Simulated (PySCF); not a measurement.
Ta+ (tantalum, charge +1): UHF calculation

Configuration: [Xe] 4f14 5d3 6p1, one real determinant (an excited configuration). All numbers are calculated (PySCF 2.14, scalar relativity through the core potential, in def2-QZVPPD with the def2 core potential (60 electrons)).

| Property | Result |
| --- | --- |
| Total energy | -55.905230 hartree |
| One-electron energy | -90.4895 hartree |
| Hartree (Coulomb) energy | 40.5490 hartree |
| Exchange energy | -5.9647 hartree |
| ⟨S²⟩ | 6.0043 |
| ⟨L²⟩ | 14.056 |
| Sum of ⟨r⟩ | 20.57 bohr |
| Sum of ⟨r²⟩ | 48.76 bohr² |
| Traceless quadrupole moment −½Σ⟨3z² − r²⟩ along its main axis | -7.48 e·bohr² |

```csv
shell,electrons,mean orbital energy (eV),spread (eV),"rms radius, mean of both spins (bohr)"
5s α,1,-95.315,0,1.20
5s β,1,-92.225,0,1.20
5p α,3,-57.522,0.025,1.41
5p β,3,-52.839,0.306,1.41
5d α,3,-17.383,0.156,2.20
6p α,1,-9.401,0,4.41
```

⟨L²⟩ = 14.06 against 20 for a pure G term, so this real determinant mixes terms. Energies and moments cover only the electrons outside the core potential. Spin-orbit coupling, absent here, splits the open shell strongly.
